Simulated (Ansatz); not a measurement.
Ansatz (a quantum-chemistry and plane-wave program) input (X2C-CCSD(T)/cc-pVTZ-DK):

Ansatz 0.2 input:
```yaml
crystal:
  periodic: [false, false, false]
  atoms:
    - {symbol: B, position_ang: [-0.05895681, 0.22574592, 0.06464063]}
    - {symbol: C, position_ang: [1.47377391, -0.24914145, -0.29861359]}
    - {symbol: C, position_ang: [-1.14701401, -1.00202397, -0.05964811]}
    - {symbol: O, position_ang: [-0.37313599, 1.42873972, 0.40910875]}
    - {symbol: H, position_ang: [1.54841257, -0.64747569, -1.32159361]}
    - {symbol: H, position_ang: [1.81996142, -1.05850999, 0.36154244]}
    - {symbol: H, position_ang: [2.17828529, 0.58406399, -0.20880102]}
    - {symbol: H, position_ang: [-2.15802460, -0.66164228, 0.18658707]}
    - {symbol: H, position_ang: [-1.17043549, -1.42852828, -1.07368694]}
    - {symbol: H, position_ang: [-0.89888664, -1.83956258, 0.60944912]}
basis:
  gaussian:
    orbitals: cc-pVTZ-DK
total_charge: -1
magnetization: {spin_polarized: false}
correlation: {method: ccsd_t, electrons: outside_noble_gas}
```

End of the output:

```
integrals: 0.87 GiB planned
1159 factors; integrals over basis functions are off by at most 1.5e-3 eV
mean field: 0.74 GiB planned
mean field evaluation 1: about -4867.0609 eV, gradient 3.5e1 eV
mean field evaluation 2: about -4867.0609 eV, gradient 3.5e1 eV
mean field evaluation 4: about -4870.1551 eV, gradient 4.6e0 eV
mean field evaluation 8: about -4870.2346 eV, gradient 1.8e-1 eV
mean field evaluation 16: about -4870.2273 eV, gradient 1.3e0 eV
mean field -4870.23478015 eV, -178.9778270068 hartree, gradient 3.8e-6 eV, S^2 0.000000; 0 other end points of the search recorded, 0 dependent functions left out
4 core orbitals not correlated
reference -4870.23478015 eV, -178.9778270068 hartree; 12, 12 occupied and 188, 188 virtual orbitals, 1159 factors
second order -19.56479233 eV of doubles, -0.00000000 eV of singles
coupled cluster: 1.40 GiB planned
cycle   1  -19.76934887 eV  change   -2.0e-1 eV  update   1.1e-1
cycle   2  -20.23296344 eV  change   -4.6e-1 eV  update   3.5e-2
cycle   3  -20.37242263 eV  change   -1.4e-1 eV  update   1.9e-2
cycle   4  -20.36491812 eV  change    7.5e-3 eV  update   5.1e-3
cycle   5  -20.36236816 eV  change    2.5e-3 eV  update   2.6e-3
cycle   6  -20.36319889 eV  change   -8.3e-4 eV  update   9.3e-4
cycle   7  -20.36299295 eV  change    2.1e-4 eV  update   3.3e-4
cycle   8  -20.36291225 eV  change    8.1e-5 eV  update   1.1e-4
cycle   9  -20.36293346 eV  change   -2.1e-5 eV  update   3.5e-5
cycle  10  -20.36294798 eV  change   -1.5e-5 eV  update   1.0e-5
perturbative correction -0.83141775 eV, -0.0305540387 hartree
Total energy: -4891.42914588 eV, -179.7567055812 hartree
Relativity: scalar
```

It need not be the lowest isomer of its formula. Whether it binds its extra electron was not tested at this geometry.
